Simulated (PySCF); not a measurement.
**Spinor energies of Zr²⁸⁺ (zirconium, charge +28)**

Start: [Ne] 3s2. Calculated with PySCF 2.14 in an uncontracted even-tempered set (18 s from 1.4 bohr⁻², ratio 2.6; 13 p from 1.9 bohr⁻², ratio 2.6; 6 d from 1.9 bohr⁻², ratio 2.8; 4 f from 29 bohr⁻², ratio 2.8): generalised Hartree-Fock with the X2C-1e Hamiltonian and a Gaussian nucleus; spin-orbit coupling (SO) screened by Boettger's factors.

```json
{"spinor shell": "1s1/2", "electrons": "2", "ε, screened SO (eV)": "-19531.5", "weight of nominal j (screened SO)": "1.000", "rms radius, screened SO (bohr)": "0.0426"}
{"spinor shell": "2s1/2", "electrons": "2", "ε, screened SO (eV)": "-3933.7", "weight of nominal j (screened SO)": "1.000", "rms radius, screened SO (bohr)": "0.172"}
{"spinor shell": "2p1/2", "electrons": "2", "ε, screened SO (eV)": "-3719.6", "weight of nominal j (screened SO)": "1.000", "rms radius, screened SO (bohr)": "0.150"}
{"spinor shell": "2p3/2", "electrons": "4", "ε, screened SO (eV)": "-3629.6", "weight of nominal j (screened SO)": "1.000", "rms radius, screened SO (bohr)": "0.154"}
{"spinor shell": "3s1/2", "electrons": "2", "ε, screened SO (eV)": "-1519.7", "weight of nominal j (screened SO)": "1.000", "rms radius, screened SO (bohr)": "0.419"}
```

```tsv
quantity	screened SO
E (hartree)	-3032.01958
M_J	0
⟨J²⟩	0.000
⟨L²⟩	0.002
⟨S²⟩	0.002
```

Breit and QED terms are absent; they matter most for the inner s and p1/2 levels.

Densities and radii are taken from the X2C orbitals without a picture-change correction, which distorts them close to the nucleus.
